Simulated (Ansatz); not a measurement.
PBE exchange is replaced step by step with exact exchange (0 % is PBE, 25 % PBE0; no dispersion term), basis def2-TZVP, Ansatz. System: the cluster Fe₂S. Charge 0, multiplicity 1. Geometry: B3LYP-D4/def2-TZVP.

Geometry of the singlet:

```xyz
3

Fe   -0.8915    0.7008    0.5565
Fe   -0.2063   -1.1507   -0.4785
S     1.0978    0.4500   -0.0780
```

At PBE-D4/def2-TZVP, PBE0-D4/def2-TZVP the restricted singlet is unstable: a solution with broken spin symmetry lies lower. The restricted singlet is unstable towards broken spin symmetry at other levels; at PBE with 5 % exact exchange/def2-TZVP, PBE with 10 % exact exchange/def2-TZVP, PBE with 15 % exact exchange/def2-TZVP, PBE with 35 % exact exchange/def2-TZVP and others this wasn't settled. The geometry of the singlet was relaxed on an unsound state (restricted singlet, unstable towards broken spin symmetry at other levels and untested here). At PBE0-D4/def2-TZVP a triplet of charge 0 lies 5.02 eV below the restricted singlet, each at its own geometry. That triplet is doubtful there (⟨S²⟩ 4.93, where a pure state has 2.00). The structure comes from a short search, and lower isomers may exist.

```
exact exchange (%)  HOMO (eV)  LUMO (eV)  gap (eV)
                 0      -3.69      -3.68      0.00
                 5      -3.99      -3.45      0.54
                10      -4.23      -3.22      1.01
                15      -4.52      -2.86      1.67
                25      -5.30      -1.96      3.34
                35      -5.91      -1.46      4.44
```

(1) Estimate the row for 50 %.

Answers

(1) 
```
exact exchange (%)  HOMO (eV)  LUMO (eV)  gap (eV)
                50      -6.39      -0.99      5.40
```
